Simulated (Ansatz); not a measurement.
```xyz
2

N     0.0000    0.0000    0.0000
Li    0.0000    0.0000    4.3780
```

Basis set: pcseg-2 (spherical functions). Charge 0, multiplicity 1.

Computed with Ansatz (development build ahead of 0.2.0); each method stands on the lowest determinant of its kind that the runs found.

(1) Give the atomization energy at this shape (free ground-state atoms in the same class of orbitals less the molecule, no zero-point energy) of singlet LiN by PBE (unrestricted), UHF.

## Answers

(1)

| method | atomization energy |
| --- | --- |
| PBE (unrestricted) | -64.9 kJ/mol |
| UHF | -151.7 kJ/mol |

Caution: another spin multiplicity may lie lower; the shape is not the minimum; the unrestricted determinant is a mixture of spin states. Caution for PBE (unrestricted): charge can spread falsely over distant fragments. Caution for UHF: the molecule lies well above its atoms at this level.
